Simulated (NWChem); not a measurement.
Program: NWChem. System: iodine (I$_{2}$), charge 0, spin multiplicity 1, at a geometry optimised with PBE0/def2-SVP with def2 effective core potentials on I. Level: B2PLYP/def2-SVP with def2 effective core potentials on I, 8 core orbitals frozen.

The NWChem input:

```
start mol
memory heap 200 mb stack 900 mb global 1100 mb
geometry units angstroms nocenter noautoz
  I      0.000000     0.000000     1.341220
  I      0.000000     0.000000    -1.341220
  symmetry group D2h
end
basis spherical
  * library def2-svp
end
ecp
  I library def2-ecp
end
dft
  xc hfexch 0.53 becke88 0.47 lyp 0.73 mp2 0.27
  dftmp2
  semidirect memsize 60000000 filesize 0
  iterations 100
end
mp2
  freeze core 8
end
task dft energy
```

NWChem printed:

```
             Northwest Computational Chemistry Package (NWChem) 7.3.0
             --------------------------------------------------------

                                NWChem Input Module
                                -------------------

 Scaling coordinates for geometry "geometry" by  1.889725989
 (inverse scale =  0.529177249)

 Turning off AUTOSYM since
 SYMMETRY directive was detected!

                             Geometry "geometry" -> ""
                             -------------------------

 Output coordinates in angstroms (scale by  1.889725989 to convert to a.u.)

  No.       Tag          Charge          X              Y              Z
 ---- ---------------- ---------- -------------- -------------- --------------
    1 I                   53.0000     0.00000000     0.00000000     1.34122000
    2 I                   53.0000     0.00000000     0.00000000    -1.34122000

 Effective nuclear repulsion energy (a.u.)     554.1443210063

            Nuclear Dipole moment (a.u.)
            ----------------------------
        X                 Y               Z
 ---------------- ---------------- ----------------
     0.0000000000     0.0000000000     0.0000000000

      Symmetry information
      --------------------

 Group name             D2h
 Group number             26
 Group order               8
 No. of unique centers     1

      Symmetry unique atoms

     1


 Summary of "ao basis" -> "" (spherical)
 ------------------------------------------------------------------------------
       Tag                 Description            Shells   Functions and Types
 ---------------- ------------------------------  ------  ---------------------
 *                          def2-svp                  on all atoms

 Summary of "ao basis" -> "ao basis" (spherical)
 ------------------------------------------------------------------------------
       Tag                 Description            Shells   Functions and Types
 ---------------- ------------------------------  ------  ---------------------
 I                          def2-svp                10       26   4s4p2d

 Summary of "ao basis" -> "ao basis" (spherical)
 ------------------------------------------------------------------------------
       Tag                 Description            Shells   Functions and Types
 ---------------- ------------------------------  ------  ---------------------
 I                          def2-svp                10       26   4s4p2d

      Symmetry analysis of basis
      --------------------------

        ag         12
        au          2
        b1g         2
        b1u        12
        b2g         6
        b2u         6
        b3g         6
        b3u         6

            General Information
            -------------------
          SCF calculation type: DFT
          Wavefunction type:  closed shell.
          No. of atoms     :     2
          No. of electrons :    50
           Alpha electrons :    25
            Beta electrons :    25
          Charge           :     0
          Spin multiplicity:     1
          Use of symmetry is: on ; symmetry adaption is: on
          Maximum number of iterations: 100
          AO basis - number of functions:    52
                     number of shells:    20
          Convergence on energy requested:  1.00D-06
          Convergence on density requested:  1.00D-05
          Convergence on gradient requested:  5.00D-04

              XC Information
              --------------
                     Hartree-Fock (Exact) Exchange  0.530
                    Becke 1988 Exchange Functional  0.470
              Lee-Yang-Parr Correlation Functional  0.730

             Grid Information
             ----------------
          Grid used for XC integration:  medium
          Radial quadrature: Mura-Knowles
          Angular quadrature: Lebedev.
          Tag              B.-S. Rad. Rad. Pts. Rad. Cut. Ang. Pts.
          ---              ---------- --------- --------- ---------
          I                   1.40      123           9.0       590
          Grid pruning is: on
          Number of quadrature shells:   123
          Spatial weights used:  Erf1

          Convergence Information
          -----------------------
          Convergence aids based upon iterative change in
          total energy or number of iterations.
          Levelshifting, if invoked, occurs when the
          HOMO/LUMO gap drops below (HL_TOL):  1.00D-02
          DIIS, if invoked, will attempt to extrapolate
          using up to (NFOCK): 10 stored Fock matrices.

                    Damping( 0%)  Levelshifting(0.5)       DIIS
                  --------------- ------------------- ---------------
          dE  on:    start            ASAP                start
          dE off:    2 iters        100 iters           100 iters

      Screening Tolerance Information
      -------------------------------
          Density screening/tol_rho:  1.00D-10
          AO Gaussian exp screening on grid/accAOfunc:  14
          CD Gaussian exp screening on grid/accCDfunc:  20
          XC Gaussian exp screening on grid/accXCfunc:  20
          Schwarz screening/accCoul:  1.00D-08

      Superposition of Atomic Density Guess
      -------------------------------------

 Sum of atomic energies:        -694.25423975

      Non-variational initial energy
      ------------------------------

 Total energy =    -593.363179
 1-e energy   =   -1281.326225
 2-e energy   =     564.666428
 HOMO         =      -0.292852
 LUMO         =      -0.131950

      Symmetry analysis of molecular orbitals - initial
[...]
  Symmetry fudging

 !! scf_movecs_sym_adapt:    6 vectors were symmetry contaminated

   convergence    iter        energy       DeltaE   RMS-Dens  Diis-err    time
 ---------------- ----- ----------------- --------- --------- ---------  ------
 d= 0,ls=0.0,diis     1   -594.7564860041 -7.18D+02  1.14D-02  8.20D-02     0.5

 !! scf_movecs_sym_adapt:   10 vectors were symmetry contaminated

  Symmetry fudging

 !! scf_movecs_sym_adapt:    8 vectors were symmetry contaminated

 d= 0,ls=0.0,diis     2   -594.7659064234 -9.42D-03  3.18D-03  2.36D-02     0.5

 !! scf_movecs_sym_adapt:   16 vectors were symmetry contaminated

  Symmetry fudging

 !! scf_movecs_sym_adapt:    8 vectors were symmetry contaminated

 d= 0,ls=0.0,diis     3   -594.7695156621 -3.61D-03  5.15D-04  7.76D-04     0.5

 !! scf_movecs_sym_adapt:   24 vectors were symmetry contaminated

  Symmetry fudging

 !! scf_movecs_sym_adapt:   20 vectors were symmetry contaminated

 d= 0,ls=0.0,diis     4   -594.7696291251 -1.13D-04  9.71D-05  6.92D-06     0.6

 !! scf_movecs_sym_adapt:   22 vectors were symmetry contaminated

  Symmetry fudging

 !! scf_movecs_sym_adapt:   20 vectors were symmetry contaminated

 d= 0,ls=0.0,diis     5   -594.7696301467 -1.02D-06  1.82D-05  1.06D-06     0.6

 !! scf_movecs_sym_adapt:   24 vectors were symmetry contaminated

  Symmetry fudging

 !! scf_movecs_sym_adapt:   24 vectors were symmetry contaminated

 d= 0,ls=0.0,diis     6   -594.7696302684 -1.22D-07  2.27D-06  4.84D-09     0.6

         Total DFT energy =     -594.769630268394
      One electron energy =    -1281.251343361411
           Coulomb energy =      607.013190710361
    Exchange-Corr. energy =      -43.828095854773
 Nuclear repulsion energy =      123.296618237430

 Numeric. integr. density =       50.000000260513

     Total iterative time =      0.4s

                  Occupations of the irreducible representations
                  ----------------------------------------------

                     irrep           alpha         beta
                     --------     --------     --------
                     ag                6.0          6.0
                     au                1.0          1.0
                     b1g               1.0          1.0
                     b1u               5.0          5.0
                     b2g               3.0          3.0
                     b2u               3.0          3.0
                     b3g               3.0          3.0
                     b3u               3.0          3.0

                       DFT Final Molecular Orbital Analysis
                       ------------------------------------

 Vector   23  Occ=2.000000D+00  E=-3.692601D-01  Symmetry=b2u
              MO Center=  4.2D-19,  7.2D-16,  1.1D-16, r^2= 3.5D+00
   Bfn.  Coefficient  Atom+Function         Bfn.  Coefficient  Atom+Function
  ----- ------------  ---------------      ----- ------------  ---------------
    12      0.424914  1 I  py                38      0.424914  2 I  py
    15      0.353664  1 I  py                41      0.353664  2 I  py
     9     -0.171656  1 I  py                35     -0.171656  2 I  py
     6     -0.139623  1 I  py                32     -0.139623  2 I  py
    23     -0.034065  1 I  d -1              49      0.034065  2 I  d -1

 Vector   24  Occ=2.000000D+00  E=-3.015397D-01  Symmetry=b2g
              MO Center=  2.3D-15,  2.4D-16,  1.0D-16, r^2= 4.0D+00
   Bfn.  Coefficient  Atom+Function         Bfn.  Coefficient  Atom+Function
  ----- ------------  ---------------      ----- ------------  ---------------
    11      0.460142  1 I  px                37     -0.460142  2 I  px
    14      0.422495  1 I  px                40     -0.422495  2 I  px
     8     -0.183907  1 I  px                34      0.183907  2 I  px
     5     -0.148861  1 I  px                31      0.148861  2 I  px

 Vector   25  Occ=2.000000D+00  E=-3.015397D-01  Symmetry=b3g
              MO Center= -2.4D-16, -2.3D-15,  4.2D-17, r^2= 4.0D+00
   Bfn.  Coefficient  Atom+Function         Bfn.  Coefficient  Atom+Function
  ----- ------------  ---------------      ----- ------------  ---------------
    12      0.460142  1 I  py                38     -0.460142  2 I  py
    15      0.422495  1 I  py                41     -0.422495  2 I  py
     9     -0.183907  1 I  py                35      0.183907  2 I  py
     6     -0.148861  1 I  py                32      0.148861  2 I  py

 Vector   26  Occ=0.000000D+00  E=-9.461995D-02  Symmetry=b1u
              MO Center= -2.4D-19,  3.8D-20, -2.1D-16, r^2= 4.7D+00
   Bfn.  Coefficient  Atom+Function         Bfn.  Coefficient  Atom+Function
  ----- ------------  ---------------      ----- ------------  ---------------
    16      0.659105  1 I  pz                42      0.659105  2 I  pz
    13      0.435116  1 I  pz                39      0.435116  2 I  pz
     4     -0.210838  1 I  s                 30      0.210838  2 I  s
     3     -0.199705  1 I  s                 29      0.199705  2 I  s
    10     -0.180153  1 I  pz                36     -0.180153  2 I  pz

 Vector   27  Occ=0.000000D+00  E= 2.902736D-01  Symmetry=ag
              MO Center=  5.7D-17,  5.7D-17, -4.2D-14, r^2= 4.4D+00
   Bfn.  Coefficient  Atom+Function         Bfn.  Coefficient  Atom+Function
  ----- ------------  ---------------      ----- ------------  ---------------
     3      1.517529  1 I  s                 29      1.517529  2 I  s
     4     -1.243759  1 I  s                 30     -1.243759  2 I  s
    24      0.285531  1 I  d  0              50      0.285531  2 I  d  0
     2     -0.281985  1 I  s                 28     -0.281985  2 I  s
     1     -0.226242  1 I  s                 27     -0.226242  2 I  s

 Vector   28  Occ=0.000000D+00  E= 3.280593D-01  Symmetry=ag
              MO Center=  7.2D-17,  7.1D-17,  6.3D-14, r^2= 6.0D+00
   Bfn.  Coefficient  Atom+Function         Bfn.  Coefficient  Atom+Function
  ----- ------------  ---------------      ----- ------------  ---------------
     3      0.630710  1 I  s                 29      0.630710  2 I  s
    16     -0.583951  1 I  pz                42      0.583951  2 I  pz
     4     -0.560286  1 I  s                 30     -0.560286  2 I  s
    13      0.526416  1 I  pz                39     -0.526416  2 I  pz
    24     -0.490980  1 I  d  0              50     -0.490980  2 I  d  0

 center of mass
 --------------
 x =   0.00000000 y =   0.00000000 z =   0.00000000

 moments of inertia (a.u.)
 ------------------
        1630.386986000535           0.000000000000           0.000000000000
           0.000000000000        1630.386986000535           0.000000000000
           0.000000000000           0.000000000000           0.000000000000

     Multipole analysis of the density
     ---------------------------------

     L   x y z        total         alpha         beta         nuclear
     -   - - -        -----         -----         ----         -------
     0   0 0 0     -0.000000    -25.000000    -25.000000     50.000000

     1   1 0 0     -0.000000     -0.000000     -0.000000      0.000000
     1   0 1 0      0.000000      0.000000      0.000000      0.000000
     1   0 0 1      0.000000      0.000000      0.000000      0.000000

     2   2 0 0    -40.808801    -20.404401    -20.404401      0.000000
     2   1 1 0      0.000000      0.000000      0.000000      0.000000
     2   1 0 1     -0.000000     -0.000000     -0.000000      0.000000
     2   0 2 0    -40.808801    -20.404401    -20.404401      0.000000
     2   0 1 1     -0.000000     -0.000000     -0.000000      0.000000
     2   0 0 2    -35.001827   -178.098022   -178.098022    321.194217

                   NWChem MP2 Semi-direct Energy/Gradient Module
                   ---------------------------------------------

  Basis functions       =     52
  Molecular orbitals    =     52
  Frozen core           =      8
  Frozen virtuals       =      0
  Active alpha occupied =     17
  Active beta occupied  =     17
  Active alpha virtual  =     27
  Active beta virtual   =     27
  Use MO symmetry       = T
  Use skeleton AO sym   = T

  AO/Fock/Back tols     =   1.0D-09  1.0D-09  1.0D-09

 GA uses MA = F    GA memory limited = T

 Available:
  local mem=  4.43D+07
 global mem=  1.44D+08
 local disk=  0.00D+00
  mp2_memr nvloc                    27
  nvloc new                    27
   1 passes of  17:        3145728                      17220                   2130229.
   1 passes of  17: M     44320230           G      144173792           F      41174502.

 Semi-direct pass number   1 of   1  for RHF alpha+beta  at        0.6s
  vrange nnbf                  1362
  mp2_eaftype                    10  avail_ma_in_mb                   386
 EAF : mp2_eaftype filesize          10    1065115.
  mp2_eaf for mointskh                     10
Node 0 wrote      5.0 Mb in      0.0 s     Agg I/O rate:  1522.7 Mb/s
 Done moints_semi at        1.3s
  mp2_eaftype                    10  avail_ma_in_mb                   386
 EAF : mp2_eaftype filesize          10    1065115.
  mp2_eaf for kh                    10
 Done maket at        1.4s
 Done multipass loop at        1.4s

          -------------------------------------------
          DFT energy                    -594.769630268394
          Unscaled MP2 energy             -0.287214748970
          Total DFT+MP2 energy          -594.847178250616
          -------------------------------------------

 -----------------------
 Performance information
 -----------------------

 Timer overhead =  1.55D-07 seconds/call

               Nr. of calls         CPU time (s)                 Wall time (s)                GFlops
             ---------------    -------------------     ------------------------------   -------------------
Name         Min   Avg   Max    Min     Avg     Max     Min     Avg     Max   Mx/calls   Min     Max     Sum
mp2: moin     1     1     1   0.68    0.68    0.68     0.68    0.68    0.68    0.68      0.0     0.0     0.0
mp2: make     1     1     1   2.84E-2 2.84E-2 2.84E-2  2.84E-2 2.84E-2 2.84E-2 2.84E-2   0.0     0.0     0.0
mp2: tota     1     1     1   0.74    0.74    0.74     0.74    0.74    0.74    0.74      0.0     0.0     0.0

 The average no. of pstat calls per process was 3.00D+00
 with a timing overhead of 4.65D-07s

 Task  times  cpu:        1.3s     wall:        1.3s

 Total times  cpu:        1.4s     wall:        1.4s
```
